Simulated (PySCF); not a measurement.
**SMILES FC1=CSSCC1, C4H5FS2**

Cartesian coordinates in Å; atom numbers follow the order of the lines, from 1:
```xyz
12

F     1.080   -1.740   -1.168
C     0.819   -0.756   -0.286
C     1.764    0.105    0.075
S     1.266    1.394    1.170
S    -0.330    2.100    0.081
C    -1.324    0.576   -0.184
C    -0.581   -0.700    0.229
H     2.786    0.075   -0.257
H    -1.544    0.571   -1.251
H    -2.252    0.672    0.378
H    -1.138   -1.564   -0.135
H    -0.545   -0.734    1.322
```

Method used: PySCF, GIAO wB97X-D/pcSseg-1 magnetisability, rotational g tensor and spin-rotation constants, non-relativistic, gas phase. Geometry: GFN2-xTB.

(1) Give the nuclear spin-rotation constants along the inertial axes (H = +C I·J) beside the isotropic shieldings.

(2) How do the rotational constants and the g tensor change when H8, H9, H10, H11, H12 are replaced by deuterium?

Results:

(1) Rotational constants 2.9198, 1.5854, 1.1693 GHz. A star marks the isotopologue with that one atom substituted, in its own axes.
```tsv
atom	isotope	Caa (kHz)	Cbb (kHz)	Ccc (kHz)	mean (kHz)	σ (ppm)
F1	19F	3.402	2.514	1.052	2.322	259.0
H8	1H	-0.253	0.045	-0.067	-0.092	25.1
H9	1H	-0.268	-0.111	-0.018	-0.132	28.8
H10	1H	-0.241	-0.073	-0.042	-0.118	28.1
H11	1H	-0.112	-0.060	-0.126	-0.099	29.1
H12	1H	-0.283	-0.140	-0.007	-0.143	29.5
C2	13C*	1.475	0.530	0.368	0.791	7.9
C3	13C*	1.090	0.478	0.261	0.610	64.8
S4	33S*	0.628	0.452	0.347	0.476	479.4
S5	33S*	0.962	0.343	0.395	0.567	417.4
C6	13C*	0.510	0.224	0.261	0.332	142.6
C7	13C*	0.500	0.247	0.182	0.310	155.6
```
For the geometry as given, no vibrational averaging.

(2) Constants 2.5544, 1.5343, 1.1091 GHz; g -0.0193, -0.0183, -0.0088, against -0.0220, -0.0184, -0.0095 before.
